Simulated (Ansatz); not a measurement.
Program: Ansatz. Geometries: PBE0-D4/def2-TZVP. ΔE: electronic, gas phase. CCSD(T)/CBS adds triple-zeta CCSD(T) − MP2 to the extrapolated MP2 energy (def2 sets, frozen cores). This one scheme is used for every species, atoms too. Functionals use def2-TZVPP. Open shells (•) are unrestricted, without spin–orbit coupling. Spin–orbit coupling would lower the free atoms: a little for B, C; clearly for Ge. Bonds to Ge are less sure, by a few kJ/mol each and by 10 to 20 or more in all where they break to atoms, as the def2 sets lack core-valence functions. Scalar relativity is left out up to krypton.

`C[BH][GeH3]` → B• + C• + Ge• + 7 H•  (atomization)

```tsv
species	PBE0-D4 energy (Eh)
`C[BH][GeH3]`	-2143.81299
B•	-24.61828
C•	-37.80537
Ge•	-2076.65516
H•	-0.50104
```

Problem. Work out ΔE.

Solution. ΔE = 7 × (-0.50104) + (-24.61828) + (-37.80537) + (-2076.65516) − (-2143.81299) = 1.22690 Eh = +769.9 kcal/mol. CCSD(T)/CBS gives +770.9 kcal/mol.

Largest T1 diagnostic among the species: 0.014.

From PBE to PBE0 (25 % exact exchange), in def2-TZVPP and without D4, ΔE moves by −2.7 kcal/mol: exact exchange takes away binding that semilocal exchange gives to molecules. The D4 term adds +5.7 kcal/mol with B3LYP and +3.0 kcal/mol with PBE0; it sums over pairs of atoms, weighted by their polarisabilities, and B3LYP, whose exchange is more repulsive, gets the larger term.

B3LYP here is the variant with VWN-RPA as its local correlation; programs differ in this.

For atomizations the MP2-based limit and the directly extrapolated one differ by several kJ/mol either way, and by 10 to 25 for some Ge, Se and Sn compounds, so smaller differences from it don't rank the levels.
